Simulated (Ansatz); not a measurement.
Geometry optimisation, RKS B3LYP-D4/def2-SVP (Ansatz 0.2.0).

The input (input.yaml):

```yaml
crystal:
  periodic: [false, false, false]
  atoms:
    - { symbol: Si, position_ang: [-0.973205, -0.275977, -0.097775] }
    - { symbol: Br, position_ang: [-0.209967, -1.642884, -1.782095] }
    - { symbol: H, position_ang: [-2.205313, -0.948137, 0.39976] }
    - { symbol: H, position_ang: [-1.338798, 1.01972, -0.713418] }
    - { symbol: C, position_ang: [0.314285, -0.17764, 1.254274] }
    - { symbol: H, position_ang: [1.289618, 0.694291, -2.188794] }
    - { symbol: Cl, position_ang: [1.409182, 1.788397, -1.475655] }
    - { symbol: H, position_ang: [-0.042578, 0.481106, 2.064365] }
    - { symbol: H, position_ang: [1.251567, 0.239885, 0.864624] }
    - { symbol: H, position_ang: [0.505309, -1.178661, 1.674715] }
basis:
  gaussian: { orbitals: def2-SVP }
hamiltonian:
  xc: b3lyp
  dispersion: d4
relax:
  f_tol: 0.03
  max_steps: 50
output:
  orbitals: {}
```

Run as:

```bash
$ ansatz run input.yaml --threads 2 --pin off --max-ram 3072MiB --backend cpu --events-out ev --progress --plain --runs-dir out
```

Question: Where does it end, and by what steps?

Answer: It converged. The force dipped under the threshold on the way, but the program's further checks kept it going. After 9 steps the energy has fallen by 0.083 eV; Cl7 moved furthest, 0.44 Å.

```csv
step,energy less start (eV),largest force component (eV/Å),accepted
0,0.0000,0.417,yes
1,-0.0446,0.730,yes
2,-0.0070,1.506,no
3,-0.0687,0.174,yes
4,-0.0741,0.276,yes
5,-0.0484,0.781,no
6,-0.0809,0.058,yes
7,-0.0821,0.016,yes
8,-0.0820,0.055,no
9,-0.0825,0.024,yes
```

```xyz
10
Properties=species:S:1:pos:R:3
Si -1.054 -0.305 -0.052
Br -0.223 -1.447 -1.833
H -2.221 -1.096 0.424
H -1.511 1.011 -0.569
C 0.282 -0.149 1.246
H 1.287 0.586 -2.049
Cl 1.784 1.735 -1.703
H -0.108 0.398 2.120
H 1.139 0.409 0.838
H 0.625 -1.141 1.578
```

Run time: 25 s on 2 threads of Intel(R) Xeon(R) Platinum 8488C (Sapphire Rapids), on a shared host, peak memory 0.3 GiB.
